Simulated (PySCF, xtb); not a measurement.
InCl2I, SMILES [I][In]([Cl])[Cl].

xtb 6.7.1 with GFN2-xTB at its own geometry gives an orbital gap of 2.89 eV and a dipole moment of 3.70 D.

Coordinates come from a B3LYP-D3(BJ)/def2-SVP optimisation. The def2 effective core potentials stand for the cores of I, In; spin–orbit coupling is left out.

Q: What does HF/def2-TZVP (PySCF) give? (An estimate is asked for; the answer gives what the named calculation found.)

A: gap 10.91 eV (levels -10.84 and 0.08 eV), dipole 1.35 D.
